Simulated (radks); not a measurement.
Question: These are the eigenvalues of the occupied orbitals of an atom or ion with whole-number occupations (hartree). All-electron calculation, Dirac Kohn-Sham, PBE, spin-unpolarised, spherical densities, finite nucleus; Fermi nuclear charge, rms radius of each element as measured or else 0.836 A^(1/3) + 0.57 fm. Program: a radial shooting solver on a logarithmic mesh with Libxc functionals.

1s1/2: -2630.476
2s1/2: -457.2759
2p1/2: -437.6994
2p3/2: -384.8064
3s1/2: -107.3604
3p1/2: -98.60246
3p3/2: -87.11884
3d3/2: -72.37398
3d5/2: -69.88283
4s1/2: -23.81119
4p1/2: -20.14874
4p3/2: -17.43559
4d3/2: -11.40919
4d5/2: -10.90281
5s1/2: -4.37482
4f5/2: -3.29250
5p1/2: -3.21366
4f7/2: -3.19287
5p3/2: -2.75619
5d3/2: -1.17310
5d5/2: -1.12205
6p1/2: -0.65344

Which element is it, and in what charge state? The configuration may be excited. Open shells, if any, fill j = l - 1/2 first.

Answer: Z = 75, rhenium, charge +2: Re2+ in [Xe] 4f12 5d5 6p2. The list shows which subshells hold electrons but not how many an open one holds; the 1s level, -2630.5 hartree, gives Z - s = 72.5 by -(Z - s)^2/2, which with screening and relativity narrows Z to a few neighbours, and the depths of the outer levels then fix element, charge and occupations together.
